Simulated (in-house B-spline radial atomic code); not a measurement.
Zn⁷⁺. Computed with a B-spline radial atomic code. Model: all-electron spherical atom, spin shells full or empty, radial basis limit, no spin-orbit coupling: exact exchange with a local potential (Slater, KLI or optimised effective potential, whose far tail is KLI's), no correlation.

Exchange potential has not reached -1/r at the last radius.

The run also made RPA and GW results, which its time includes.

The Slater potential averages the orbital exchange potentials with the orbital densities as weights, KLI adds orbital constants, and the optimised effective potential minimises the exact-exchange energy among local potentials. So their energies lie above Hartree-Fock in the order OEP, KLI, Slater. All fall off as −1/r, unlike LDA and GGA exchange.

Command:
```bash
python run_gw.py task.json out
```
Settings (nuclear radius in fm, other lengths in bohr, energies in hartree):
```
Z                      30
electrons              23
configuration          [Ar] 3d5
hamiltonian            x2c
method                 slater
lmax                   9
rms_radius             3.9283
spin_polarised         True
box_radius             8.41
intervals              98
```

Cost of the run: 9.2 s on 1 thread of Arm Neoverse N1, with other jobs on the host.

Given: hamiltonian one-electron scalar X2C; mean-field start Slater potential.

Computed: energy above Hartree-Fock 150.38 millihartree.

```
radius (bohr)  r times exchange potential up (hartree bohr)  r times exchange potential down (hartree bohr)
      0.00167                                     -0.053705                                       -0.053706
      0.00203                                     -0.065211                                       -0.065213
      0.00246                                     -0.078904                                       -0.078906
      0.00299                                     -0.095706                                       -0.095708
      0.00363                                      -0.11585                                        -0.11585
      0.00441                                      -0.14015                                        -0.14016
      0.00536                                      -0.16937                                        -0.16937
      0.00652                                      -0.20438                                        -0.20438
      0.00792                                      -0.24555                                        -0.24556
      0.00962                                      -0.29384                                        -0.29385
       0.0117                                      -0.35018                                        -0.35019
       0.0142                                      -0.41369                                         -0.4137
       0.0173                                      -0.48593                                        -0.48594
        0.021                                      -0.56276                                        -0.56277
       0.0255                                      -0.64291                                        -0.64292
        0.031                                      -0.72243                                        -0.72244
       0.0376                                      -0.79375                                        -0.79376
       0.0457                                      -0.85009                                         -0.8501
       0.0555                                      -0.88135                                        -0.88134
       0.0675                                      -0.88665                                        -0.88652
        0.082                                      -0.89257                                         -0.8919
       0.0996                                      -0.94577                                        -0.94383
        0.121                                       -1.0585                                         -1.0547
        0.147                                             ?                                               ?
        0.179                                       -1.3258                                         -1.3205
        0.217                                       -1.3962                                         -1.3991
        0.264                                       -1.3826                                         -1.3994
        0.321                                       -1.3164                                         -1.2755
        0.389                                             ?                                               ?
        0.473                                       -1.5327                                         -1.1959
        0.575                                       -1.7241                                         -1.3387
        0.699                                       -1.8267                                         -1.4365
        0.849                                       -1.8055                                         -1.4548
         1.03                                       -1.6865                                         -1.4093
         1.25                                       -1.5233                                          -1.334
         1.52                                        -1.363                                         -1.2561
         1.85                                        -1.233                                         -1.1891
```

Question: What belongs in the row 0.147?

Answer: r times exchange potential up (hartree bohr): -1.199; r times exchange potential down (hartree bohr): -1.1933.

Question: What belongs in the row 0.389?

Answer: r times exchange potential up (hartree bohr): -1.3537; r times exchange potential down (hartree bohr): -1.1358.

```json
{"occupied": "1s up", "level (hartree)": "-360.87", "Hartree-Fock level (hartree)": "-363.48"}
{"occupied": "1s down", "level (hartree)": "?", "Hartree-Fock level (hartree)": "?"}
{"occupied": "2s up", "level (hartree)": "-50.476", "Hartree-Fock level (hartree)": "-51.512"}
{"occupied": "2s down", "level (hartree)": "-50.41", "Hartree-Fock level (hartree)": "-51.211"}
{"occupied": "2p up", "level (hartree)": "-44.925", "Hartree-Fock level (hartree)": "-45.305"}
{"occupied": "2p down", "level (hartree)": "-44.873", "Hartree-Fock level (hartree)": "-45.01"}
{"occupied": "3s up", "level (hartree)": "-11.254", "Hartree-Fock level (hartree)": "-11.576"}
{"occupied": "3s down", "level (hartree)": "?", "Hartree-Fock level (hartree)": "?"}
{"occupied": "3p up", "level (hartree)": "-9.5284", "Hartree-Fock level (hartree)": "-9.6193"}
{"occupied": "3p down", "level (hartree)": "-9.0343", "Hartree-Fock level (hartree)": "-8.8618"}
{"occupied": "3d up", "level (hartree)": "-6.6948", "Hartree-Fock level (hartree)": "-6.4482"}
```

Question: What belongs in the row 1s down?

Answer: level (hartree): -360.87; Hartree-Fock level (hartree): -363.48.

Question: What belongs in the row 3s down?

Answer: level (hartree): -10.747; Hartree-Fock level (hartree): -10.949.

```json
{"empty": "3d down", "level (hartree)": "-6.2423"}
{"empty": "4s up", "level (hartree)": "-4.2556"}
{"empty": "4s down", "level (hartree)": "-4.1245"}
{"empty": "4p up", "level (hartree)": "-3.7249"}
{"empty": "4p down", "level (hartree)": "-3.6112"}
{"empty": "4d up", "level (hartree)": "-2.9059"}
{"empty": "4d down", "level (hartree)": "-2.8221"}
{"empty": "5s up", "level (hartree)": "-2.2461"}
{"empty": "4f up", "level (hartree)": "?"}
{"empty": "5s down", "level (hartree)": "?"}
{"empty": "4f down", "level (hartree)": "-2.1517"}
```

Question: What belongs in the row 4f up?

Answer: level (hartree): -2.2177.

Question: What belongs in the row 5s down?

Answer: level (hartree): -2.21.

The highest level, 3d up, differs from Hartree-Fock by -6.7 eV and the deepest, 1s up, by +70.9 eV: the Slater potential lacks the response part and is deeper than the optimised one throughout, so the top level comes too deep.
